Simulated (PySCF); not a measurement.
## Computed spin Hamiltonian

CH8ClO2Si3 (doublet state).
Geometry (GFN2-xTB, Å), atoms numbered from 1 in this order:
```xyz
15
CH8ClO2Si3 angstrom
C     -0.0958   -2.0252   -1.2630
Si    -0.1202   -0.1288   -1.4235
O     -1.3672    0.4816   -0.5847
Si    -2.0083    1.0319    0.8061
O      1.2696    0.4518   -0.7771
Si     2.1406    0.9569    0.4801
Cl     1.6449   -0.0801    2.1282
H     -1.0283   -2.4576   -1.6087
H      0.0409   -2.2950   -0.2167
H      0.7167   -2.4610   -1.8340
H     -1.1974    2.1533    1.2809
H     -3.3499    1.4375    0.3989
H     -2.0114   -0.0669    1.7713
H      1.8498    2.3637    0.7135
H      3.5114    0.6460    0.1067
```

The hyperfine couplings belong to this conformer and change with its torsions.

As a line formula: `C[Si](O[SiH3])O[SiH2]Cl` [radical].

Method used: PySCF, UKS B3LYP, pcH-1 on C Cl H O Si, non-relativistic, mean-field spin-orbit, GIAO. The structure is a single GFN2-xTB conformer in the gas phase; no vibrational or solvent corrections. The geometry wasn't refined by DFT: couplings that depend on bond lengths, twists or pyramidal angles can differ widely from those at the functional's own minimum, by a factor of two or more for some ions and for spin on atoms past the first row. The SCF solution wasn't tested for stability.

```json
{
 "g1, g2, g3": "2.00066, 2.00205, 2.00223",
 "g_iso": "2.00164",
 "Form of g": "close to axial: the two nearest values differ by 11 % of g3 − g1",
 "⟨S²⟩": "0.7513 (exact 0.7500)",
 "α and β electrons": "45, 44",
 "Total energy": "-1522.27554 Eh",
 "Basis functions": "295"
}
```

Isotropic coupling and dipolar principal values T1 to T3, in G (MHz turned into gauss with g_iso; 10 G = 1 mT):

| atom | isotope | a_iso | of which spin–orbit | T1 | T2 | T3 | Mulliken spin population |
| --- | --- | --- | --- | --- | --- | --- | --- |
| C1 | 13C | 39.4 | 0.0 | -4.1 | -4.0 | 8.1 | 0.09 |
| Si2 | 29Si | -300.0 | 0.4 | -48.8 | 23.9 | 24.9 | 0.82 |
| O3 | 17O | -26.1 | 0.0 | -6.3 | 2.9 | 3.4 | 0.03 |
| Si4 | 29Si | -5.0 | 0.0 | -1.8 | 0.8 | 1.0 | 0.01 |
| O5 | 17O | -25.2 | 0.0 | -5.4 | 2.5 | 2.9 | 0.02 |
| Si6 | 29Si | -7.9 | 0.0 | -1.7 | 0.8 | 0.9 | 0.01 |
| Cl7 | 35Cl | 0.6 | 0.0 | -0.3 | -0.3 | 0.7 | 0.00 |
| H8 | 1H | -3.1 | 0.0 | -2.5 | -0.9 | 3.4 | -0.01 |
| H9 | 1H | 13.2 | 0.0 | -2.3 | -0.2 | 2.5 | 0.02 |
| H10 | 1H | -2.9 | 0.0 | -2.6 | -1.0 | 3.5 | -0.01 |
| H11 | 1H | -0.3 | 0.0 | -0.4 | -0.4 | 0.8 | 0.00 |
| H12 | 1H | -0.3 | 0.0 | -0.4 | -0.4 | 0.8 | 0.00 |
| H13 | 1H | 2.4 | 0.0 | -0.5 | -0.3 | 0.7 | 0.00 |
| H14 | 1H | -0.3 | 0.0 | -0.4 | -0.4 | 0.8 | 0.00 |
| H15 | 1H | 0.3 | 0.0 | -0.4 | -0.4 | 0.7 | 0.00 |

The largest Mulliken spin populations are on Si2 (+0.82) and C1 (+0.09). Si2 is the only atom above +0.15. The angles at Si2 add up to 326.3°, so it is pyramidal.

Under fast tumbling the dipolar parts average out, and these isotropic splittings remain: 3 × 1H (H8/H9/H10, I = 1/2, 4 lines) with 0.24 mT, 1 × 35Cl (Cl7, I = 3/2, 4 lines) with 0.06 mT and 3 × 1H (H11/H12/H13, I = 1/2, 4 lines) with 0.06 mT.

Means are taken over nuclei equivalent by connectivity, which assumes that they swap fast. The three 1H nuclei of mean +6.7 MHz run from -8.6 to 36.9 MHz in the frozen geometry. The three 1H nuclei of mean +1.7 MHz run from -1.0 to 6.8 MHz in the frozen geometry.

Main isotope only: 35Cl (natural samples also hold 24 % 37Cl, magnetic too, which adds its own pattern).

The 17O coupling of O3 (-73.1 MHz) shows only in satellite lines or after enrichment, since that isotope makes up about 0.038 % of natural oxygen.

The 13C coupling of C1 (110.3 MHz) shows only in satellite lines or after enrichment, since that isotope makes up about 1.07 % of natural carbon.
